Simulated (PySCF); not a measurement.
PySCF 2.14 output of an unrestricted HSE06 calculation on a single atom or ion in x2c-TZVPPall with one added diffuse shell each of s, p, d, f type (12s8p7d4f, 99 functions), with scalar relativity by spin-free X2C-1e:

```
SCF conv_tol = 1e-09
number electrons alpha = 42  beta = 39
    J. Heyd, G. E. Scuseria, and M. Ernzerhof.,  J. Chem. Phys. 118, 8207 (2003)
    J. Heyd, G. E. Scuseria, and M. Ernzerhof.,  J. Chem. Phys. 124, 219906 (2006)
    A. V. Krukau, O. A. Vydrov, A. F. Izmaylov, and G. E. Scuseria.,  J. Chem. Phys. 125, 224106 (2006)
cycle= 1 E= -20248.6146382047  delta_E= -0.0174  |g|= 0.0916  |ddm|= 0.713
cycle= 2 E= -20248.614716478  delta_E= -7.83e-05  |g|= 0.0752  |ddm|= 0.174
cycle= 3 E= -20248.6154278263  delta_E= -0.000711  |g|= 0.00794  |ddm|= 0.0834
cycle= 4 E= -20248.6154426985  delta_E= -1.49e-05  |g|= 0.000518  |ddm|= 0.0175
cycle= 5 E= -20248.6154437117  delta_E= -1.01e-06  |g|= 0.000123  |ddm|= 0.00937
cycle= 6 E= -20248.6154437702  delta_E= -5.85e-08  |g|= 2.61e-05  |ddm|= 0.00372
cycle= 7 E= -20248.615443776  delta_E= -5.81e-09  |g|= 4.46e-06  |ddm|= 0.000899
cycle= 8 E= -20248.6154437762  delta_E= -1.6e-10  |g|= 2.98e-07  |ddm|= 0.000161
converged SCF energy = -20248.6154437762  <S^2> = 3.751664  2S+1 = 4.0008319
```

The run itself started from symmetry-adapted Hartree-Fock orbitals and held the occupation by maximum overlap, on a logarithmic radial grid, so the iterations belong to that start.

Task: Which element, charge and spin multiplicity is this?

Result: Tl (thallium, neutral), multiplicity 4; the state was [Xe] 4f14 5d10 6s1 6p1 7s1, high-spin 4P determinant (an excited configuration).

Spin-orbit coupling, absent here, splits the open shell strongly. The outer electron is Rydberg-like, and this basis confines it to a smaller radius and binds it less than a complete one would.
